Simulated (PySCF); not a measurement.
## Excitation energy of S by level of theory

S [Ne] 3s2 3p4 (3P) → S [Ne] 3s2 3p3 3d1 (5D), as a difference of total energies. Calculation: PySCF 2.14, in aug-cc-pCVTZ-DK with one added diffuse shell each of s, p, d, f type (9s8p6d4f, 91 functions); scalar relativity by spin-free X2C-1e. Correlated levels: valence: [Ne] frozen. The calculations carry no spin-orbit coupling.

| method | excitation energy (cm⁻¹) |
| --- | --- |
| UHF | 61887 |
| MP2 (valence) | 66571 |
| SCS-MP2 (valence) | 67964 |
| CCSD (valence) | 67384 |
| CCSD(T) (valence) | 67620 |

Errors of the correlated levels include the incompleteness of this basis and the frozen core.

For comparison: 67689 cm⁻¹ (measured; NIST levels, between the centres of gravity of the two terms).
